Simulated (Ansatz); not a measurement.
Ansatz (a quantum-chemistry and plane-wave program) input file for C₄H₄OSe, SMILES C=C1[Se]CC1=O, PBE-D3(BJ)/def2-SVP. 

Ansatz 0.2 input:
```yaml
crystal:
  periodic: [false, false, false]
  atoms:
    - {symbol: C, position_ang: [2.00885492, 1.12552877, 0.00000000]}
    - {symbol: C, position_ang: [0.78476554, 0.59021443, 0.00000000]}
    - {symbol: Se, position_ang: [0.04210886, -1.19334640, -0.00000000]}
    - {symbol: C, position_ang: [-1.51112835, 0.06678094, -0.00000000]}
    - {symbol: C, position_ang: [-0.55350393, 1.26928528, -0.00000000]}
    - {symbol: O, position_ang: [-0.81948021, 2.43991008, -0.00000000]}
    - {symbol: H, position_ang: [2.10341868, 2.21573578, -0.00000001]}
    - {symbol: H, position_ang: [2.92007592, 0.52348046, 0.00000000]}
    - {symbol: H, position_ang: [-2.13664161, 0.00221210, 0.90183510]}
    - {symbol: H, position_ang: [-2.13664161, 0.00221210, -0.90183509]}
basis:
  gaussian:
    orbitals: def2-SVP
hamiltonian:
  xc: pbe
  dispersion: d3bj
relax: {f_tol: 0.002, max_steps: 200}
```

Output:

```
Functional definition: PBE
integrals: 0.07 GiB planned
1353 factors; their error is unknown
mean field: 0.38 GiB planned
mean field evaluation 1: about -71553.5065 eV, gradient 9.6e1 eV
mean field evaluation 2: about -71400.5180 eV, gradient 2.5e2 eV
mean field evaluation 4: about -71567.0109 eV, gradient 7.6e1 eV
mean field evaluation 8: about -71578.9300 eV, gradient 6.6e-1 eV
mean field evaluation 16: about -71578.7836 eV, gradient 3.0e-3 eV
mean field -71578.78360819 eV, -2630.4717797588 hartree, gradient 4.8e-5 eV, S^2 0.000000; 0 other end points of the search recorded, 0 dependent functions left out
the calculation of the forces begins
reference -71578.78363935 eV, -2630.4717809039 hartree; 35, 35 occupied and 87, 87 virtual orbitals, 1353 factors
relax step   1: F+E_penalty+E_count = -71579.04659364 eV  Δ(F+E_penalty+E_count) = +0.000e0 eV  max|allowed force component| = 8.846e-1 eV/Å  Δτ_max = 0.0000 Å  (34 SCF iters, accepted)
these checks for a lower state are left out or cut short: starts, cluster_reference, orbital_swaps, neighbouring_geometries, increment
integrals: 0.07 GiB planned
1353 factors; their error is unknown
mean field: 0.38 GiB planned
mean field -71578.79702543 eV, -2630.4722728333 hartree, gradient 1.2e-5 eV, S^2 0.000000; 0 other end points of the search recorded, 0 dependent functions left out
the calculation of the forces begins
reference -71578.79705670 eV, -2630.4722739826 hartree; 35, 35 occupied and 87, 87 virtual orbitals, 1353 factors
relax step   2: F+E_penalty+E_count = -71579.05919241 eV  Δ(F+E_penalty+E_count) = -1.260e-2 eV  max|allowed force component| = 1.664e-1 eV/Å  Δτ_max = 0.0152 Å  (36 SCF iters, accepted)
these checks for a lower state are left out or cut short: starts, cluster_reference, orbital_swaps, neighbouring_geometries, increment
integrals: 0.07 GiB planned
1353 factors; their error is unknown
mean field: 0.38 GiB planned
mean field evaluation 32: about -71578.7976 eV, gradient 2.8e-1 eV
mean field -71578.79780521 eV, -2630.4723014896 hartree, gradient 1.2e-5 eV, S^2 0.000000; 0 other end points of the search recorded, 0 dependent functions left out
the calculation of the forces begins
reference -71578.79783650 eV, -2630.4723026396 hartree; 35, 35 occupied and 87, 87 virtual orbitals, 1353 factors
relax step   3: F+E_penalty+E_count = -71579.05991946 eV  Δ(F+E_penalty+E_count) = -7.270e-4 eV  max|allowed force component| = 2.043e-2 eV/Å  Δτ_max = 0.0032 Å  (36 SCF iters, accepted)
these checks for a lower state are left out or cut short: starts, cluster_reference, orbital_swaps, neighbouring_geometries, increment
integrals: 0.07 GiB planned
1353 factors; their error is unknown
mean field: 0.38 GiB planned
mean field -71578.79786135 eV, -2630.4723035529 hartree, gradient 7.2e-5 eV, S^2 0.000000; 0 other end points of the search recorded, 0 dependent functions left out
the calculation of the forces begins
reference -71578.79789264 eV, -2630.4723047029 hartree; 35, 35 occupied and 87, 87 virtual orbitals, 1353 factors
relax step   4: F+E_penalty+E_count = -71579.05994051 eV  Δ(F+E_penalty+E_count) = -2.104e-5 eV  max|allowed force component| = 6.929e-3 eV/Å  Δτ_max = 0.0008 Å  (23 SCF iters, accepted)
these checks for a lower state are left out or cut short: starts, cluster_reference, orbital_swaps, neighbouring_geometries, increment
integrals: 0.07 GiB planned
1353 factors; their error is unknown
mean field: 0.38 GiB planned
mean field -71578.79785539 eV, -2630.4723033339 hartree, gradient 3.8e-5 eV, S^2 0.000000; 0 other end points of the search recorded, 0 dependent functions left out
the calculation of the forces begins
reference -71578.79788668 eV, -2630.4723044838 hartree; 35, 35 occupied and 87, 87 virtual orbitals, 1353 factors
relax step   5: F+E_penalty+E_count = -71579.05994408 eV  Δ(F+E_penalty+E_count) = -3.573e-6 eV  max|allowed force component| = 1.922e-3 eV/Å  Δτ_max = 0.0006 Å  (22 SCF iters, accepted)
integrals: 0.07 GiB planned
1353 factors; their error is unknown
mean field: 0.38 GiB planned
mean field evaluation 64: about -71578.7979 eV, gradient 2.3e-3 eV
mean field -71578.79785539 eV, -2630.4723033339 hartree, gradient 3.8e-5 eV, S^2 0.000000; 1 other end points of the search recorded, 0 dependent functions left out
the calculation of the forces begins
reference -71578.79788668 eV, -2630.4723044838 hartree; 35, 35 occupied and 87, 87 virtual orbitals, 1353 factors
Total energy: -71579.05997537 eV, -2630.4819360654 hartree
Atom 0 at     2.020382     1.126060    -0.000000 Å, force     0.001922    -0.000985     0.000000 eV/Å
Atom 1 at     0.784941     0.589015    -0.000000 Å, force    -0.001385    -0.001075     0.000000 eV/Å
Atom 2 at     0.038917    -1.192487     0.000000 Å, force     0.000258     0.000060    -0.000000 eV/Å
Atom 3 at    -1.516411     0.063993     0.000000 Å, force    -0.000004     0.000263    -0.000000 eV/Å
Atom 4 at    -0.554948     1.267788    -0.000000 Å, force     0.001313     0.001390    -0.000000 eV/Å
Atom 5 at    -0.825179     2.448284    -0.000000 Å, force    -0.000729    -0.000012     0.000000 eV/Å
Atom 6 at     2.112069     2.224281    -0.000000 Å, force    -0.001824    -0.000105     0.000000 eV/Å
Atom 7 at     2.938450     0.520676    -0.000000 Å, force    -0.000488     0.000357    -0.000000 eV/Å
Atom 8 at    -2.148197    -0.002798     0.907801 Å, force     0.000468     0.000053    -0.000452 eV/Å
Atom 9 at    -2.148197    -0.002798    -0.907801 Å, force     0.000468     0.000053     0.000452 eV/Å
Dipole moment:     0.043006    -0.284070    -0.000000 e Å
```

The calculation finished and met its thresholds.
